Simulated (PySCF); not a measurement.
CaO, SMILES [O]=[Ca]. Heavy atoms are numbered as in [Ca:1]=[O:2].

Geometry: PBE0-D3(BJ)/def2-TZVPD.

All values below come from PySCF with PBE/def2-TZVPD.

Mulliken values depend strongly on the basis, most of all with diffuse functions as here. ESP charges are fitted to the potential on shells at 1.4 to 2.0 van der Waals radii. Atomic charges (e), one atom of each kind:

| atom | ESP fit | Mulliken |
|---|---|---|
| Ca1 | 0.92 | 0.99 |
| O2 | -0.92 | -0.99 |
